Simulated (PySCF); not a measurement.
As4. Atoms are numbered in the order given.

```xyz
4

As    -0.8702     0.8702    -0.8702
As     0.8702     0.8702     0.8702
As     0.8702    -0.8702    -0.8702
As    -0.8702    -0.8702     0.8702
```
Charge 0, spin multiplicity 1.

Geometry optimised at B3LYP-D3(BJ)/def2-SVP.

Computed with PBE/def2-TZVP (PySCF).

Symmetry labels are those of the subgroup D2 that the program uses (full group Td).

Computed valence orbital energies around the gap with their symmetry:
```csv
orbital,symmetry,energy (eV)
HOMO−7,B2,-13.22
HOMO−6,B3,-13.22
HOMO−5,A,-8.01
HOMO−4,B2,-6.91
HOMO−3,B3,-6.91
HOMO−2,B1,-6.91
HOMO−1,A,-6.00
HOMO,A,-6.00
LUMO,B1,-1.84
LUMO+1,B2,-1.84
LUMO+2,B3,-1.84
LUMO+3,B1,-1.48
```
